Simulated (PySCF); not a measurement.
SMILES [CH3][Ge]([CH3])([CH3])[NH]B(O)O, GFN2-xTB optimised geometry.

```
20

Ge     0.21    -0.70     0.00
C     -0.52     1.15     0.00
C     -0.52    -1.73     1.54
C      2.19    -0.70     0.00
N     -0.26    -1.54    -1.57
B     -1.53    -1.84    -2.12
O     -2.71    -1.52    -1.50
O     -1.59    -2.48    -3.33
H     -0.26     1.66     0.92
H     -1.60     1.16    -0.10
H     -0.10     1.72    -0.83
H     -1.60    -1.78     1.52
H     -0.14    -2.75     1.53
H     -0.22    -1.28     2.48
H      2.58    -0.17    -0.86
H      2.58    -1.72    -0.03
H      2.57    -0.22     0.90
H      0.51    -1.84    -2.14
H     -2.58    -1.07    -0.66
H     -2.49    -2.63    -3.61
```

Density from PySCF with PBE0/def2-SVP at that geometry.

Minimum of the electron density along straight lines between bonded atoms, close to the bond critical point (lines longer than 1.1 times the sum of covalent radii, or with two minima, are not listed):

| bond | length / Å | ρ at the minimum / e bohr⁻³ | ∇²ρ there / e bohr⁻⁵ | position (fraction from the first atom) |
|---|---|---|---|---|
| Ge1–C2 | 1.995 | 0.121 | 0.03 | 0.47 |
| Ge1–C3 | 1.995 | 0.121 | 0.03 | 0.47 |
| Ge1–C4 | 1.984 | 0.123 | (withheld) | 0.47 |
| Ge1–N5 | 1.838 | 0.136 | (withheld) | 0.47 |
| N5–B6 | 1.418 | 0.202 | (withheld) | 0.67 |
| B6–O7 | 1.370 | 0.198 | 1.05 | 0.33 |
| B6–O8 | 1.363 | 0.203 | 1.08 | 0.33 |
| C2–H9 | 1.086 | 0.273 | -0.98 | 0.62 |
| C2–H10 | 1.087 | 0.272 | -0.97 | 0.62 |
| C2–H11 | 1.086 | 0.273 | -0.98 | 0.63 |
| C3–H12 | 1.087 | 0.272 | -0.97 | 0.62 |
| C3–H13 | 1.086 | 0.273 | -0.98 | 0.63 |
| C3–H14 | 1.086 | 0.273 | -0.98 | 0.62 |
| C4–H15 | 1.087 | 0.272 | -0.98 | 0.63 |
| C4–H16 | 1.087 | 0.272 | -0.98 | 0.63 |
| C4–H17 | 1.086 | 0.273 | -0.98 | 0.63 |
| N5–H18 | 1.007 | 0.332 | -1.52 | 0.76 |
| O7–H19 | 0.955 | 0.362 | -2.40 | 0.81 |
| O8–H20 | 0.957 | 0.360 | -2.41 | 0.81 |

What belongs in the gaps?


- Ge1–C4, ∇²ρ there / e bohr⁻⁵: 0.04
- Ge1–N5, ∇²ρ there / e bohr⁻⁵: 0.41
- N5–B6, ∇²ρ there / e bohr⁻⁵: 0.61
